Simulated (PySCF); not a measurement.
Species: C6H11O (doublet state).
SMILES with atom numbers: `[CH3:1][C@@H:2]1[CH2:3][CH2:4][CH2:5][C:6]1[OH:7]` (hydrogens: H8, H9, H10 on C1; H11 on C2; H12, H13 on C3; H14, H15 on C4; H16, H17 on C5; H18 on O7)

Structure used (GFN2-xTB), in Å, numbered top down from 1:
```xyz
18
C6H11O angstrom
C      2.0462   -0.1506   -0.6815
C      0.8087   -0.2334    0.2148
C     -0.2134   -1.2791   -0.2522
C     -1.5585   -0.7615    0.2614
C     -1.4595    0.7607    0.0926
C      0.0031    1.0261    0.2298
O      0.5088    2.1297    0.8818
H      2.5850   -1.0954   -0.6707
H      2.7060    0.6359   -0.3253
H      1.7573    0.0759   -1.7052
H      1.1551   -0.4671    1.2340
H     -0.2236   -1.3100   -1.3429
H      0.0145   -2.2776    0.1178
H     -2.4017   -1.1901   -0.2791
H     -1.6671   -1.0062    1.3192
H     -1.8246    1.0501   -0.9027
H     -2.0613    1.3066    0.8281
H     -0.1837    2.7923    0.9685
```

The hyperfine couplings belong to this conformer and change with its torsions.

Level of theory: PySCF, UKS B3LYP, pcH-1 on C H O, non-relativistic, mean-field spin-orbit, GIAO. The structure is a single GFN2-xTB conformer in the gas phase; no vibrational or solvent corrections. A GFN2-xTB geometry isn't a minimum of the functional, and hyperfine couplings can be far from their values at a DFT geometry. The SCF solution wasn't tested for stability.

Largest spin populations (Mulliken): C6 (+0.84), O7 (+0.10) and C5 (-0.07). No atom but C6 exceeds +0.15. The positive populations add up to 1.13 and the negative ones to -0.13, together 2S = 1. The angles at C6 add up to 354.0°, so it is nearly planar.

Task: How do the β-proton couplings of this frozen conformer go with θ, the angle between the C–H bond and the normal to the plane of the spin centre's three neighbours, both seen down the bond from centre to carbon?

Result: 
```csv
β H,on,centre,θ (°),cos²θ,a (G)
H16,C5,C6,5,0.99,+39.73
H17,C5,C6,54,0.34,+15.81
H11,C2,C6,27,0.79,+30.68
```

Fitting the Heller–McConnell form a = ρ(B0 + B2 cos²θ), with Mulliken ρ = 0.84, gives B0 = 3.9 G and B2 = 42.8 G, with a largest miss of 1.1 G. By this fit the coupling would be 39.3 G at θ = 0° and 3.3 G at 90°.

Couplings in gauss use g_iso = 2.0030.

Time: 64 s of wall time (with the writing of density and orbital grids); peak memory 1.0 GiB. Hardware: one thread, Intel Xeon Platinum 8488C (x86_64), no GPU, shared host with 96 logical CPUs at a one-minute load of 33.
